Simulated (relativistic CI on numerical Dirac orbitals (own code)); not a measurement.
# Slater and spin-orbit integrals, Cs³⁵⁺

Calculated at this level of theory: Dirac-Coulomb-Breit CI, separate exchange-only KLI orbitals for each configuration, QED by a radiative potential, unscaled Slater integrals (own radial code, finite nucleus).

Slater integrals F^k, G^k are unscaled and averaged over j, outside the closed core [Ne]; ζ comes from projecting the Hamiltonian with its Breit term on Σ l·s of the shell.

- 3s²3p⁶3d²: F^2(3d,3d) = 423160, F^4(3d,3d) = 273340, ζ(3d) = 57920 cm⁻¹; <r>(3d) = 0.2415, <r^2>(3d) = 0.06761 (bohr units).
- 3s²3p⁵3d³: ζ(3p) = 433880, F^2(3d,3d) = 422310, F^4(3d,3d) = 272770, F^2(3p,3d) = 366140, G^1(3p,3d) = 390910, G^3(3p,3d) = 261040, ζ(3d) = 57241 cm⁻¹; <r>(3p) = 0.2714, <r^2>(3p) = 0.08506, <r>(3d) = 0.242, <r^2>(3d) = 0.06787 (bohr units).
- 3s3p⁶3d³: F^2(3d,3d) = 421950, F^4(3d,3d) = 272530, G^2(3s,3d) = 294360, ζ(3d) = 57589 cm⁻¹; <r>(3s) = 0.2781, <r^2>(3s) = 0.08813, <r>(3d) = 0.2422, <r^2>(3d) = 0.06798 (bohr units).

Question: Give the Racah parameters of the d shell in 3s²3p⁶3d².

Answer: B = F²/49 − 5F⁴/441 = 5537 cm⁻¹ and C = 35F⁴/441 = 21694 cm⁻¹.

Averages of the first 10 configurations, taken without configuration mixing, which lowers the lowest level and can move excited configurations by several eV; other configurations of the list can lie among them:

```
Configuration  Parity  States  Average energy above the lowest level (eV)
    3s²3p⁶3d²    even      45                                        26.4
    3s²3p⁵3d³     odd     720                                       257.3
     3s3p⁶3d³    even     240                                       453.1
   3s²3p⁶3d4s    even      20                                       958.8
   3s²3p⁶3d4p     odd      60                                      1031.1
   3s²3p⁶3d4d    even     100                                      1123.0
  3s²3p⁵3d²4s     odd     540                                      1182.4
   3s²3p⁶3d4f     odd     140                                      1199.2
  3s²3p⁵3d²4p    even    1620                                      1254.8
  3s²3p⁵3d²4d     odd    2700                                      1346.2
```
